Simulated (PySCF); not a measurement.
How methods differ on the ionisation energy of Cl⁺

Cl⁺ [Ne] 3s2 3p4 (3P) → Cl²⁺ [Ne] 3s2 3p3 (4S), as a difference of total energies. Computed with PySCF 2.14 in cc-pVTZ-DK, with scalar relativity by spin-free X2C-1e. Correlated levels: valence: [Ne] frozen. The calculations carry no spin-orbit coupling.

```json
{"method": "UHF", "ionisation energy (eV)": "22.569", "error (eV)": "-1.202"}
{"method": "TPSS", "ionisation energy (eV)": "23.892", "error (eV)": "+0.121"}
{"method": "LDA", "ionisation energy (eV)": "23.950", "error (eV)": "+0.179"}
{"method": "MP2 (valence)", "ionisation energy (eV)": "23.334", "error (eV)": "-0.437"}
{"method": "SCS-MP2 (valence)", "ionisation energy (eV)": "23.416", "error (eV)": "-0.355"}
{"method": "CCSD (valence)", "ionisation energy (eV)": "23.443", "error (eV)": "-0.328"}
{"method": "CCSD(T) (valence)", "ionisation energy (eV)": "23.471", "error (eV)": "-0.300"}
```

Reference: 23.771 eV (measured; NIST levels, between the centres of gravity of the two terms).

Errors of the correlated levels include the incompleteness of this basis and the frozen core.
